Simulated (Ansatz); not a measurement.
`C[N](C)[Ge]([F])([F])[F]` → F₂ + `C[N](C)[Ge][F]` at 400 K and 1 bar (germylene formation by 1,1-elimination).

Computed with Ansatz on PBE0-D4/def2-TZVP structures; ΔE is electronic, products minus reactants. CCSD(T)/CBS adds triple-zeta CCSD(T) − MP2 to the extrapolated MP2 energy (def2 sets, frozen cores). This one scheme is used for every species. For Ge outer-core shells are correlated without core-valence functions, which leaves a few kJ/mol of doubt a bond. Scalar relativity is left out up to krypton. One conformer a species, not always the lowest.

```tsv
species	CCSD(T)/CBS energy (Eh)	H − E (kJ/mol)	S (J/(mol·K))
`C[N](C)[Ge]([F])([F])[F]`	-2510.03269	278.7	449.8
F₂	-199.39789	18.5	211.0
`C[N](C)[Ge][F]`	-2310.36681	253.2	376.2
```

H − E and S are ideal-gas, rigid-rotor, harmonic terms from PBE0-D4/def2-TZVP, for one conformer and one mirror image of each species. 1 Eh = 2625.50 kJ/mol, R = 8.31446 J/(mol·K).

By hand: ΔE, ΔH, ΔS and ΔG.

ΔE = (-199.39789) + (-2310.36681) − (-2510.03269) = 0.26799 Eh = 703.6 kJ/mol. Δ(H − E) = 18.5 + 253.2 − 278.7 = -7.0, so ΔH = 696.6 kJ/mol. ΔS = 211.0 + 376.2 − 449.8 = 137.4 J/(mol·K). ΔG = 696.6 − 400 × (137.4)/1000 = 641.6 kJ/mol.

By hand: the equilibrium constant, and the temperature at which ΔG would vanish if ΔH and ΔS stayed fixed.

log₁₀ K = −ΔG/(RT ln 10) = -83.8. ΔG = 0 at ΔH/ΔS = 5070 K, far beyond where these terms or the molecules hold.

The number of gas molecules changes by +1, which sets the sign of ΔS. A doubt of 5 kJ/mol in ΔE shifts log₁₀ K by 0.7 here. Other conformers and mirror images would add mixing entropy, several J/(mol·K) or more a flexible species. Modes under 60 cm⁻¹, often nearly free rotors, make the harmonic entropy too high. These are equilibria of isolated gas molecules and say nothing of rates. Largest T1 diagnostic: 0.015 (customary marks: 0.02 for closed shells, 0.045 for open ones).
